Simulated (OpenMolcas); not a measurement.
## 5s2 5p2 along the 50-electron sequence

```yaml
Program: OpenMolcas 26.06
Method: RASSCF
Basis: ANO-R3
Scalar_Hamiltonian: X2C, finite nucleus
Spin-orbit_coupling: RASSI with atomic mean-field integrals over the reference wave functions, term energies averaged over their components
```

Active space for each ion: 2 electrons in 9 orbitals (RAS2 5p; RAS3 5d 6s, at most 1 electron).

Computed levels in cm-1 above 3P0:

```
                               Level    Sb+   Te2+   Xe4+
                                 3P1   2466   3838   7505
                                 3P2   5161   7490  12990
                                 1D2  14264  18399  27998
                                 1S0  28408  34810  47923
weight of 3P in the lowest level (%)     97     96     93
```

Measured, with the error of the calculation in %. Measured levels: Sb+ from NIST Handbook of Basic Atomic Spectroscopic Data; Te2+ from the list in Zhang, Palmeri, Quinet and Biemont, Astron. Astrophys. 551, A136 (2013); Xe4+ from Saloman, J. Phys. Chem. Ref. Data 33, 765 (2004).

| Level | Sb+ | Te2+ | Xe4+ |
| --- | --- | --- | --- |
| 3P1 | 3055 (-19.3) | 4757 (-19.3) | 9292 (-19.2) |
| 3P2 | 5658 (-8.8) | 8167 (-8.3) | 14127 (-8.0) |
| 1D2 | 12790 (+11.5) | 17360 (+6.0) | 28411 (-1.5) |
| 1S0 | 23906 (+18.8) | 30398 (+14.5) | 44470 (+7.8) |

The fine-structure level 3P2 changes by a factor of 2.52 from Sb+ to Xe4+. Its fourth root runs 8.48, 9.30, 10.68, with steps per unit of Z of 0.83, 0.69; equal steps would mean a (Z - σ)^4 law with constant σ.

1D2 changes by a factor of 1.96 over the same range, with steps per unit of Z of +4140, +4800 cm-1.

With the s shell closed, the reference lacks s² → p² mixing. Measured partners are found by configuration, term and J. A level has none where our copy of the source lacks it or the pairing is in doubt (some pairs that miss far off the trend of their configuration count as doubtful), and it then counts in no deviation. Levels of configurations outside the active space are missing.
